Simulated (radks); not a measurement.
Values are calculated unless marked as measured or tabulated.
How relativity changes the ionisation of neutral molybdenum ([Kr] 4d5 5s1) to Mo+ ([Kr] 4d5). Spin-unpolarised spherical Kohn-Sham, LDA (Slater exchange, Perdew-Wang correlation), point nucleus unless stated (finite: rms radius 4.4091 fm), a radial shooting solver on a logarithmic mesh with Libxc functionals. A level marked "c x" has the speed of light scaled by that factor and shares open shells by 2j + 1; other Dirac levels either fill j = l - 1/2 first or share by 2j + 1.

level                               E(Mo) (hartree)  E(Mo+) (hartree)  IE (eV)   HOMO  <r> HOMO (bohr)
non-rel.                                -3972.99637       -3972.74661    6.796     5s            3.675
scalar-rel.                             -4044.41933       -4044.15554    7.178     4d            2.003
scalar-rel., finite nucleus             -4044.36252       -4044.09874    7.178     4d            2.003
Dirac, 2j+1 shares                      -4045.00099       -4044.73718    7.179  4d5/2            2.016
Dirac, low j first                      -4045.01604       -4044.75308    7.155  4d5/2            2.024
Dirac, 2j+1 shares, finite nucleus      -4044.94408       -4044.68027    7.178  4d5/2            2.016
Dirac, c x 3                            -3980.67318       -3980.42196    6.836  5s1/2            3.661
Dirac, c x 5                            -3975.75122       -3975.50094    6.810  5s1/2            3.670
Dirac, c x 100                          -3973.00324       -3972.75348    6.796  5s1/2            3.675

NIST Atomic Spectra Database: 7.092 eV (measured). The relativistic part of the total energy of Mo is -71.95 hartree (Dirac, 2j+1 shares, finite nucleus), 1.8 % of the non-relativistic value. Spin polarisation and multiplet splitting of open shells are left out at every level.

Beside tabulated values, note that relativity, absent from the non-relativistic runs, is large for the heavy elements, and spin-unpolarised runs miss the spin-polarisation part of the exchange energy of open shells.
